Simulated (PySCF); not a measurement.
Stepwise substitution at one centre (Al SiH3-I). Gas-phase values, no solvent. Strings in code marks are SMILES.

The LUMO from two functionals at the same geometries (B3LYP-D3(BJ)/def2-TZVP), both in PySCF: PBE-D3(BJ)/def2-TZVP and B3LYP-D3(BJ)/def2-TZVP. B3LYP has the VWN-RPA correlation part, as in Gaussian. 

```json
[
 {"species": "0 of 3 SiH3 replaced by I (`[SiH3][Al]([SiH3])[SiH3]`)", "PBE-D3(BJ)/def2-TZVP (eV)": "-3.35"},
 {"species": "1 of 3 SiH3 replaced by I (`[Al]([I])([SiH3])[SiH3]`)", "PBE-D3(BJ)/def2-TZVP (eV)": "-3.15"},
 {"species": "2 of 3 SiH3 replaced by I (`[SiH3][Al]([I])[I]`)", "PBE-D3(BJ)/def2-TZVP (eV)": "-2.91"},
 {"species": "3 of 3 SiH3 replaced by I (`[I][Al]([I])[I]`)", "PBE-D3(BJ)/def2-TZVP (eV)": "-2.74"}
]
```

What does B3LYP-D3(BJ)/def2-TZVP give for each?


- 0 of 3 SiH3 replaced by I (`[SiH3][Al]([SiH3])[SiH3]`): -2.78
- 1 of 3 SiH3 replaced by I (`[Al]([I])([SiH3])[SiH3]`): -2.59
- 2 of 3 SiH3 replaced by I (`[SiH3][Al]([I])[I]`): -2.35
- 3 of 3 SiH3 replaced by I (`[I][Al]([I])[I]`): -2.21
Over these rows, drawn at random from the members with no instability flagged (it was tested for open shells, ions and some series alone), PBE minus B3LYP-D3(BJ): mean -0.56 eV, from -0.58 eV to -0.53 eV.
